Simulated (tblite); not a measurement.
Record of a relaxation.

Compound: C4H13GeNSi.
SMILES with atom numbers: `[CH3:1][CH2:2][Ge@@H:3]1[CH2:4][CH2:5][Si@H:6]1[NH2:7]` (hydrogens: H8, H9, H10 on C1; H11, H12 on C2; H13 on Ge3; H14, H15 on C4; H16, H17 on C5; H18 on Si6; H19, H20 on N7)

Computed with GFN2-xTB (tblite), gas phase: L-BFGS steps from a force-field or distance-geometry start until the largest atomic force falls under 0.01 eV/Å. 9 of its 195 geometries are shown.

Step 0: E = -590.9694 eV, largest atomic force 2.321 eV/Å
```
atom  x, y, z in Å  |  force x, y, z in eV/Å
C1      2.896    0.507   -0.252    0.004   0.388  -0.032
C2      1.968   -0.700   -0.297    1.087  -0.766   0.339
Ge3     0.350   -0.357    0.719   -0.072   0.975   0.718
C4     -1.110   -1.557    0.199   -0.246  -1.593   0.658
C5     -2.042   -0.625   -0.577   -0.766  -0.374  -0.708
Si6    -1.093    0.976   -0.435    0.146   2.237   0.602
N7     -1.911    2.143    0.646   -0.826  -1.234  -0.439
H8      2.386    1.391   -0.704    0.436  -0.592   0.396
H9      3.169    0.747    0.798   -0.170  -0.099  -0.733
H10     3.810    0.295   -0.821   -0.144   0.201   0.175
H11     1.704   -0.943   -1.341    0.087   0.014   0.480
H12     2.488   -1.582    0.161   -0.219   0.544  -0.618
H13     0.454   -0.065    2.244    0.267  -0.411  -0.282
H14    -0.722   -2.388   -0.435   -0.610   0.253   0.606
H15    -1.618   -1.956    1.114    0.257  -0.204  -0.963
H16    -3.043   -0.540   -0.095    0.516  -0.385  -0.650
H17    -2.120   -0.930   -1.644   -0.421  -0.066   0.819
H18    -0.574    1.530   -1.690   -0.317   0.172  -0.046
H19    -2.231    1.607    1.493    0.367   0.908  -0.987
H20    -2.766    2.459    0.155    0.622   0.031   0.665
```

Step 24: E = -591.6444 eV, largest atomic force 0.147 eV/Å
```
atom  x, y, z in Å  |  force x, y, z in eV/Å
C1      2.969    0.499   -0.249    0.035   0.034  -0.001
C2      2.036   -0.705   -0.237    0.133   0.043  -0.044
Ge3     0.329   -0.320    0.717    0.001  -0.054   0.037
C4     -1.119   -1.635    0.206    0.030   0.003   0.006
C5     -2.053   -0.705   -0.614    0.027  -0.067   0.042
Si6    -1.230    1.032   -0.417   -0.069   0.039   0.073
N7     -2.011    2.216    0.568   -0.065   0.009  -0.026
H8      2.473    1.366   -0.687   -0.006  -0.044  -0.004
H9      3.262    0.764    0.766    0.007  -0.024  -0.026
H10     3.870    0.295   -0.828   -0.021  -0.006   0.054
H11     1.803   -0.988   -1.266   -0.028  -0.019   0.025
H12     2.537   -1.555    0.227    0.010  -0.016  -0.028
H13     0.660   -0.381    2.224   -0.041   0.034  -0.043
H14    -0.763   -2.480   -0.385   -0.037   0.042  -0.009
H15    -1.643   -2.066    1.061    0.004   0.033  -0.043
H16    -3.070   -0.731   -0.220   -0.006  -0.017  -0.034
H17    -2.118   -1.040   -1.649    0.004   0.030   0.009
H18    -0.924    1.744   -1.666   -0.015  -0.076   0.041
H19    -2.228    1.990    1.527    0.045  -0.008  -0.059
H20    -2.785    2.713    0.158   -0.009   0.064   0.029
```

Step 48: E = -591.6589 eV, largest atomic force 0.029 eV/Å
```
atom  x, y, z in Å  |  force x, y, z in eV/Å
C1      3.006    0.493   -0.244   -0.004   0.008   0.005
C2      2.063   -0.701   -0.246   -0.013  -0.004   0.002
Ge3     0.329   -0.323    0.684   -0.008   0.028   0.004
C4     -1.115   -1.648    0.193    0.025  -0.006   0.012
C5     -2.074   -0.727   -0.603   -0.004  -0.025   0.006
Si6    -1.289    1.023   -0.380    0.024   0.010  -0.003
N7     -2.037    2.243    0.580   -0.003  -0.001  -0.011
H8      2.529    1.353   -0.712   -0.005   0.011  -0.012
H9      3.271    0.771    0.774   -0.001  -0.012   0.019
H10     3.924    0.272   -0.788    0.003  -0.015   0.009
H11     1.829   -0.979   -1.274    0.009  -0.010  -0.009
H12     2.547   -1.561    0.218    0.009  -0.003  -0.004
H13     0.622   -0.349    2.197    0.004  -0.008  -0.003
H14    -0.778   -2.493   -0.405    0.000   0.003  -0.012
H15    -1.621   -2.075    1.059    0.008   0.012   0.007
H16    -3.098   -0.810   -0.239   -0.022   0.000   0.013
H17    -2.101   -1.023   -1.651   -0.005   0.010  -0.015
H18    -1.002    1.693   -1.652   -0.006   0.004  -0.019
H19    -2.236    2.056    1.549    0.001  -0.012   0.004
H20    -2.775    2.795    0.175   -0.011   0.010   0.009
```

Step 73: E = -591.6634 eV, largest atomic force 0.050 eV/Å
```
atom  x, y, z in Å  |  force x, y, z in eV/Å
C1      3.058    0.467   -0.207   -0.013  -0.003   0.005
C2      2.080   -0.696   -0.275   -0.003  -0.008   0.016
Ge3     0.333   -0.278    0.616    0.000  -0.004  -0.050
C4     -1.103   -1.630    0.177    0.012  -0.002   0.009
C5     -2.109   -0.732   -0.586    0.005  -0.017   0.018
Si6    -1.338    1.032   -0.421   -0.005  -0.008  -0.007
N7     -2.060    2.231    0.583    0.008  -0.001  -0.004
H8      2.647    1.331   -0.726    0.035   0.010  -0.002
H9      3.238    0.752    0.829    0.005  -0.011  -0.004
H10     4.015    0.209   -0.662   -0.030   0.006  -0.002
H11     1.889   -0.959   -1.317   -0.016   0.018   0.020
H12     2.512   -1.578    0.201    0.020  -0.003   0.004
H13     0.633   -0.261    2.128   -0.006  -0.004  -0.009
H14    -0.767   -2.467   -0.434   -0.001   0.010  -0.004
H15    -1.565   -2.069    1.062   -0.007   0.005  -0.008
H16    -3.112   -0.819   -0.167   -0.003   0.005  -0.001
H17    -2.188   -1.044   -1.627    0.000   0.009   0.015
H18    -1.134    1.700   -1.710    0.006   0.003   0.004
H19    -2.224    2.019    1.554   -0.001   0.006   0.004
H20    -2.808    2.801    0.221   -0.006  -0.010  -0.003
```

Step 97: E = -591.6659 eV, largest atomic force 0.019 eV/Å
```
atom  x, y, z in Å  |  force x, y, z in eV/Å
C1      3.109    0.449   -0.172   -0.008  -0.005   0.002
C2      2.099   -0.682   -0.289   -0.013  -0.007   0.002
Ge3     0.332   -0.251    0.560    0.019   0.001   0.003
C4     -1.096   -1.622    0.159    0.005   0.001   0.002
C5     -2.143   -0.735   -0.560    0.000   0.004  -0.002
Si6    -1.374    1.034   -0.449   -0.011  -0.008  -0.003
N7     -2.085    2.232    0.564    0.013   0.009  -0.003
H8      2.747    1.337   -0.686   -0.002   0.008   0.009
H9      3.273    0.706    0.873   -0.002   0.002   0.004
H10     4.066    0.166   -0.609    0.000  -0.002  -0.001
H11     1.928   -0.918   -1.340   -0.007  -0.002  -0.002
H12     2.494   -1.584    0.182    0.004  -0.001  -0.006
H13     0.608   -0.210    2.075    0.006   0.007   0.004
H14    -0.769   -2.448   -0.472    0.004   0.006  -0.010
H15    -1.522   -2.076    1.054    0.001  -0.009   0.000
H16    -3.122   -0.817   -0.086    0.000   0.002  -0.006
H17    -2.279   -1.057   -1.593   -0.002  -0.007   0.006
H18    -1.207    1.692   -1.748   -0.003  -0.004  -0.002
H19    -2.188    2.037    1.546   -0.006   0.006   0.001
H20    -2.877    2.757    0.230    0.002  -0.001   0.002
```

Step 121: E = -591.6699 eV, largest atomic force 0.032 eV/Å
```
atom  x, y, z in Å  |  force x, y, z in eV/Å
C1      3.144    0.414   -0.096    0.009   0.000   0.006
C2      2.084   -0.653   -0.317   -0.002   0.012   0.004
Ge3     0.322   -0.205    0.526   -0.004   0.002  -0.007
C4     -1.056   -1.623    0.124    0.001   0.007   0.012
C5     -2.183   -0.758   -0.494    0.017   0.012   0.003
Si6    -1.425    1.018   -0.490    0.024   0.011  -0.003
N7     -2.090    2.268    0.490    0.002  -0.004   0.003
H8      2.824    1.366   -0.518    0.008  -0.017  -0.007
H9      3.319    0.561    0.968   -0.005  -0.002   0.005
H10     4.088    0.130   -0.561   -0.001   0.012  -0.002
H11     1.920   -0.800   -1.386    0.001   0.007   0.002
H12     2.424   -1.608    0.087    0.016   0.011  -0.001
H13     0.591   -0.119    2.040    0.009  -0.016   0.003
H14    -0.688   -2.360   -0.590   -0.031   0.002  -0.009
H15    -1.414   -2.186    0.985   -0.003  -0.015   0.004
H16    -3.096   -0.823    0.101    0.006  -0.010  -0.001
H17    -2.442   -1.109   -1.492   -0.027  -0.008  -0.003
H18    -1.300    1.614   -1.824   -0.005  -0.016   0.000
H19    -2.097    2.146    1.490   -0.018   0.003  -0.010
H20    -2.929    2.738    0.193    0.004   0.008   0.000
```

Step 146: E = -591.6882 eV, largest atomic force 0.033 eV/Å
```
atom  x, y, z in Å  |  force x, y, z in eV/Å
C1      3.196    0.382    0.083   -0.002  -0.005  -0.007
C2      2.115   -0.564   -0.414   -0.009  -0.014   0.006
Ge3     0.325   -0.222    0.429    0.026  -0.005   0.008
C4     -1.023   -1.661    0.010   -0.004  -0.010  -0.013
C5     -2.274   -0.790   -0.233    0.015   0.021   0.007
Si6    -1.497    0.950   -0.519    0.010   0.002  -0.004
N7     -2.090    2.351    0.287    0.016  -0.002  -0.011
H8      2.939    1.414   -0.146   -0.003   0.004  -0.007
H9      3.307    0.294    1.162    0.002   0.008   0.005
H10     4.156    0.155   -0.379    0.003   0.009   0.001
H11     2.009   -0.477   -1.496    0.002  -0.002   0.012
H12     2.402   -1.596   -0.203   -0.004   0.002  -0.004
H13     0.598   -0.181    1.943   -0.014  -0.009  -0.001
H14    -0.740   -2.163   -0.918    0.011  -0.009  -0.014
H15    -1.199   -2.448    0.742   -0.004   0.014   0.004
H16    -2.891   -0.772    0.667   -0.016  -0.011   0.027
H17    -2.902   -1.182   -1.032   -0.004  -0.009  -0.011
H18    -1.418    1.320   -1.935   -0.017   0.013  -0.009
H19    -2.147    2.345    1.292   -0.005   0.008   0.014
H20    -2.870    2.855   -0.102   -0.001  -0.006  -0.004
```

Step 170: E = -591.6902 eV, largest atomic force 0.023 eV/Å
```
atom  x, y, z in Å  |  force x, y, z in eV/Å
C1      3.165    0.424    0.043   -0.003   0.009  -0.002
C2      2.119   -0.595   -0.381    0.007   0.019   0.008
Ge3     0.326   -0.267    0.461    0.012   0.009   0.016
C4     -1.040   -1.679    0.005    0.003   0.003  -0.002
C5     -2.270   -0.783   -0.255   -0.004   0.003  -0.002
Si6    -1.462    0.950   -0.497    0.013  -0.007  -0.012
N7     -2.051    2.348    0.317    0.017  -0.006   0.005
H8      2.862    1.429   -0.244   -0.011  -0.008   0.006
H9      3.295    0.406    1.124   -0.009   0.004  -0.009
H10     4.130    0.214   -0.418   -0.007  -0.014  -0.004
H11     1.992   -0.570   -1.465    0.011  -0.005   0.011
H12     2.454   -1.599   -0.121   -0.015  -0.005   0.005
H13     0.576   -0.251    1.981    0.002  -0.005  -0.018
H14    -0.748   -2.185   -0.917   -0.002  -0.007  -0.002
H15    -1.248   -2.460    0.735    0.020  -0.005  -0.003
H16    -2.910   -0.772    0.630   -0.006  -0.007  -0.010
H17    -2.880   -1.156   -1.077   -0.011   0.014   0.014
H18    -1.366    1.347   -1.905   -0.002   0.001   0.003
H19    -2.152    2.328    1.319    0.000   0.003  -0.006
H20    -2.798    2.880   -0.097   -0.015   0.005   0.004
```

Step 194: E = -591.6921 eV, largest atomic force 0.009 eV/Å
```
atom  x, y, z in Å  |  force x, y, z in eV/Å
C1      3.144    0.454    0.022   -0.002   0.000  -0.003
C2      2.134   -0.624   -0.340   -0.001   0.002   0.001
Ge3     0.322   -0.284    0.451   -0.001  -0.001  -0.002
C4     -1.046   -1.684   -0.034    0.006   0.006   0.004
C5     -2.276   -0.778   -0.256   -0.004   0.005  -0.001
Si6    -1.457    0.949   -0.498    0.002   0.005   0.000
N7     -2.016    2.350    0.333    0.000   0.004  -0.002
H8      2.814    1.425   -0.343    0.001  -0.001   0.000
H9      3.256    0.520    1.103   -0.001   0.000  -0.004
H10     4.120    0.238   -0.411    0.000   0.000   0.005
H11     2.029   -0.686   -1.424   -0.001   0.000  -0.001
H12     2.488   -1.596    0.005    0.000  -0.002   0.000
H13     0.535   -0.279    1.974    0.001  -0.001   0.002
H14    -0.764   -2.158   -0.976    0.003  -0.007  -0.001
H15    -1.245   -2.490    0.671   -0.001  -0.006  -0.001
H16    -2.894   -0.772    0.644    0.001  -0.001   0.002
H17    -2.911   -1.137   -1.065   -0.002   0.000  -0.001
H18    -1.378    1.353   -1.905    0.002  -0.002   0.000
H19    -2.080    2.330    1.338    0.001  -0.001   0.003
H20    -2.780    2.880   -0.051   -0.004   0.000   0.000
```

Question: Summarise the path.

Answer: The energy falls by 16.67 kcal/mol from step 0 to step 194; nine tenths of that is first reached at step 18. It rises by more than 0.2 meV at steps 130, 133 and 136. The largest force goes from 2.321 to 0.009 eV/Å. Among the bonds Ge3–Si6 changes most, from 2.279 to 2.365 Å; the atoms move by 0.546 Å rms after alignment.

Question: Follow the three bonds and two angles with the largest change from start to end.

Answer: 
```csv
step,E above end (kcal/mol),largest force (eV/Å),Ge3–Si6 (Å),Si6–N7 (Å),C2–Ge3 (Å),C2–Ge3–Si6 (°),C2–Ge3–H13 (°)
0,16.67,2.321,2.279,1.788,1.942,111.5,119.4
8,4.09,0.330,2.339,1.742,1.985,112.8,113.2
17,1.70,0.244,2.355,1.723,1.991,114.6,106.8
25,1.05,0.162,2.357,1.726,1.995,116.7,106.0
34,0.81,0.058,2.361,1.723,2.001,118.8,106.6
42,0.79,0.041,2.359,1.723,2.002,119.1,106.7
51,0.75,0.049,2.358,1.722,2.003,119.6,106.8
59,0.71,0.044,2.359,1.722,2.001,120.6,106.4
67,0.69,0.027,2.361,1.722,2.002,121.7,106.0
76,0.65,0.041,2.363,1.723,2.002,123.6,105.3
84,0.63,0.037,2.364,1.723,2.003,124.2,105.2
93,0.61,0.030,2.364,1.723,2.005,124.7,105.4
101,0.59,0.028,2.364,1.723,2.006,125.2,105.2
110,0.56,0.028,2.365,1.723,2.005,125.4,105.3
118,0.53,0.029,2.364,1.723,2.004,125.3,105.8
127,0.48,0.039,2.363,1.724,2.001,126.4,105.7
135,0.29,0.048,2.364,1.722,2.005,126.9,105.4
143,0.10,0.035,2.367,1.722,2.007,127.2,105.2
152,0.08,0.020,2.366,1.723,2.006,127.1,105.3
160,0.07,0.013,2.367,1.722,2.006,126.9,105.6
169,0.05,0.026,2.365,1.722,2.008,126.3,105.7
177,0.03,0.018,2.364,1.722,2.006,126.1,105.3
186,0.01,0.025,2.364,1.722,2.005,126.9,105.1
194,0.00,0.009,2.365,1.722,2.006,127.6,105.4
```

What follows is the cost of the whole relaxation. On one thread, Intel Xeon at 2.50 GHz (x86_64), shared host with 64 logical CPUs at a one-minute load of 58, this took 6.0 s.
